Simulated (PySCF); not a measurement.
Isomers of C6H6ClN.

All values: PBE0/pcSseg-1 (PySCF) at GFN2-xTB geometries, gas phase, one conformer each.

(1) Rank by HOMO energy, lowest first.
A. `[CH:1]#[C:2][C@@H:3]([CH2:4][Cl:5])[CH2:6][C:7]#[N:8]` with C2–C3–C4–Cl5 60°, C2–C3–C6–C7 173°
B. `Nc1ccccc1Cl`
C. `C=C1[C@@H](C#N)[C@@H](C1)Cl`

(2) Rank by the highest Hirshfeld charge on any atom, highest value first.
A. `[CH:1]#[C:2][C@@H:3]([CH2:4][Cl:5])[CH2:6][C:7]#[N:8]` with C2–C3–C4–Cl5 60°, C2–C3–C6–C7 173°
B. `Nc1cccc(Cl)c1`
C. `C=C1C[C@@H](Cl)[C@@H]1C#N`

(3) Rank by dipole moment, highest first.
A. `Nc1cccc(Cl)c1`
B. `Nc1ccccc1Cl`
C. `[CH:1]#[C:2][C@@H:3]([CH2:4][Cl:5])[CH2:6][C:7]#[N:8]` with C2–C3–C4–Cl5 60°, C2–C3–C6–C7 173°
D. `C=C1C[C@@H](Cl)[C@@H]1C#N`

Results:

(1) A (-8.43 eV), C (-8.15 eV), B (-6.11 eV).

(2) B (+0.134 e), A (+0.098 e), C (+0.083 e).

(3) D (3.64 D), C (3.39 D), A (3.16 D), B (1.92 D).

All values together:

```csv
SMILES,μ (D),HOMO (eV),LUMO (eV),lowest IAO charge (e),highest IAO charge (e),lowest Hirshfeld charge (e),highest Hirshfeld charge (e)
Nc1cccc(Cl)c1,3.16,-6.16,-0.31,-0.504 (N),+0.270 (H),-0.190 (N),+0.134 (H)
C#C[C@@H](CCl)CC#N,3.39,-8.43,0.20,-0.296 (C),+0.207 (H),-0.223 (N),+0.098 (H)
Nc1ccccc1Cl,1.92,-6.11,-0.31,-0.503 (N),+0.274 (H),-0.194 (N),+0.135 (H)
C=C1C[C@@H](Cl)[C@@H]1C#N,3.64,-8.15,-0.87,-0.320 (C),+0.195 (H),-0.222 (N),+0.083 (C)
```

Conformers: `[CH:1]#[C:2][C@@H:3]([CH2:4][Cl:5])[CH2:6][C:7]#[N:8]` with C2–C3–C4–Cl5 60°, C2–C3–C6–C7 173°.
